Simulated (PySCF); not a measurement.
## Cs₃: fields on a plane

All numbers come from UPBE0/[Cs def2-TZVP with ECP46], scalar-relativistic core potentials, density fitting, no spin–orbit coupling, PySCF.

The doublet minimum has Cs–Cs 4.958 Å (×2), Cs–Cs 6.119 Å; Cs–Cs–Cs 51.9° (×2), Cs–Cs–Cs 76.2°.

The plane holds Cs1 at (0.00, 0.00), Cs2 at (4.96, 0.00), Cs3 at (1.18, 4.82) Å. Columns run from x = -1.95 to 7.35 Å, rows from y = 7.05 (top) to -1.95 Å, in steps of 0.3 Å. Other isomers or separated fragments may lie lower. Core electrons replaced by a potential are absent, the electrostatic potential uses the reduced nuclear charge, and values within about 0.7 Å of such atoms have no physical meaning.

**Question.** Give the highest occupied orbital (Å^-3/2) at -2.26 eV (cut at ±0.3; overall sign arbitrary). Every second row and column.

**Answer.** 
```
 0.03  0.03  0.04  0.05  0.05  0.05  0.06  0.06  0.05  0.04  0.03  0.02  0.01  0.01  0.00  0.00
 0.03  0.04  0.05  0.05  0.05  0.05  0.06  0.06  0.06  0.04  0.03  0.02  0.01  0.01  0.00  0.00
 0.04  0.05  0.05  0.04  0.00 -0.02  0.02  0.06  0.06  0.05  0.03  0.02  0.01  0.01  0.00  0.00
 0.05  0.06  0.06  0.02 -0.08 -0.06 -0.05  0.03  0.05  0.05  0.03  0.02  0.01  0.00  0.00  0.00
 0.05  0.06  0.07  0.03 -0.08 -0.01 -0.06  0.00  0.04  0.04  0.03  0.01  0.01  0.00  0.00  0.00
 0.05  0.07  0.07  0.06  0.00 -0.06 -0.04  0.01  0.03  0.03  0.02  0.01  0.00 -0.01 -0.01 -0.01
 0.05  0.07  0.08  0.08  0.06  0.04  0.03  0.03  0.03  0.02  0.01  0.00 -0.01 -0.02 -0.02 -0.02
 0.05  0.06  0.07  0.08  0.07  0.06  0.04  0.03  0.02  0.00 -0.01 -0.02 -0.02 -0.03 -0.03 -0.02
 0.04  0.05  0.06  0.06  0.06  0.05  0.03  0.02  0.00 -0.01 -0.02 -0.03 -0.04 -0.04 -0.04 -0.04
 0.03  0.03  0.04  0.04  0.04  0.03  0.01  0.00 -0.02 -0.03 -0.03 -0.03 -0.04 -0.05 -0.05 -0.05
 0.01  0.00 -0.01  0.00  0.02  0.01 -0.01 -0.03 -0.04 -0.04 -0.02  0.01 -0.01 -0.05 -0.06 -0.06
 0.00 -0.03 -0.07 -0.02  0.00 -0.01 -0.03 -0.05 -0.06 -0.04  0.02  0.07  0.05  0.00 -0.06 -0.06
-0.01 -0.03 -0.05  0.00  0.01 -0.01 -0.04 -0.06 -0.07 -0.06  0.03  0.02  0.02  0.04 -0.05 -0.06
-0.01 -0.01  0.01  0.06  0.06 -0.01 -0.05 -0.07 -0.08 -0.07 -0.02  0.07  0.09  0.01 -0.05 -0.05
 0.00  0.00  0.02  0.04  0.02 -0.02 -0.05 -0.06 -0.08 -0.08 -0.06 -0.03 -0.02 -0.04 -0.05 -0.05
 0.00  0.00  0.01  0.01  0.00 -0.02 -0.04 -0.06 -0.07 -0.07 -0.07 -0.06 -0.05 -0.05 -0.05 -0.04
```

**Question.** Give the lowest empty orbital (Å^-3/2) at -1.26 eV (cut at ±0.3; overall sign arbitrary). Every second row and column.

**Answer.** 
```
-0.02 -0.02 -0.03 -0.04 -0.04 -0.04 -0.04 -0.04 -0.04 -0.03 -0.03 -0.03 -0.02 -0.02 -0.01 -0.01
-0.02 -0.03 -0.03 -0.04 -0.04 -0.02 -0.02 -0.03 -0.04 -0.04 -0.04 -0.03 -0.03 -0.02 -0.02 -0.01
-0.01 -0.02 -0.03 -0.04 -0.02  0.03  0.04 -0.01 -0.04 -0.04 -0.04 -0.04 -0.03 -0.02 -0.02 -0.01
-0.01 -0.02 -0.03 -0.03  0.00  0.04  0.10  0.02 -0.04 -0.05 -0.05 -0.04 -0.03 -0.03 -0.02 -0.02
 0.00 -0.01 -0.02 -0.02 -0.01  0.01  0.04  0.01 -0.04 -0.05 -0.05 -0.05 -0.04 -0.03 -0.03 -0.02
 0.01  0.01  0.00  0.00  0.00  0.01  0.00 -0.03 -0.05 -0.06 -0.05 -0.05 -0.04 -0.04 -0.03 -0.03
 0.02  0.02  0.02  0.01  0.01  0.00 -0.02 -0.04 -0.05 -0.05 -0.05 -0.05 -0.05 -0.04 -0.04 -0.03
 0.04  0.04  0.04  0.03  0.02  0.01 -0.01 -0.03 -0.04 -0.05 -0.05 -0.05 -0.05 -0.05 -0.04 -0.04
 0.05  0.05  0.05  0.05  0.04  0.02  0.00 -0.01 -0.03 -0.04 -0.05 -0.05 -0.05 -0.05 -0.04 -0.04
 0.06  0.07  0.06  0.05  0.04  0.03  0.02  0.00 -0.02 -0.03 -0.04 -0.05 -0.04 -0.04 -0.04 -0.04
 0.07  0.06  0.04  0.00  0.01  0.03  0.03  0.01  0.00 -0.02 -0.03 -0.01  0.01  0.00 -0.03 -0.04
 0.07  0.04 -0.05 -0.05 -0.06  0.00  0.03  0.03  0.01 -0.01  0.00  0.03  0.07  0.06 -0.01 -0.04
 0.06  0.02 -0.10 -0.01 -0.05  0.00  0.04  0.04  0.02  0.01  0.00  0.01  0.01  0.07 -0.01 -0.04
 0.06  0.04 -0.04 -0.09 -0.04  0.04  0.06  0.05  0.03  0.01 -0.01 -0.01  0.01  0.00 -0.03 -0.04
 0.06  0.06  0.04  0.03  0.05  0.06  0.06  0.05  0.03  0.01 -0.01 -0.03 -0.03 -0.04 -0.04 -0.04
 0.05  0.06  0.06  0.07  0.07  0.07  0.06  0.04  0.03  0.01 -0.01 -0.02 -0.03 -0.04 -0.04 -0.03
```

Spin–orbit coupling, left out here, can matter for elements this heavy.
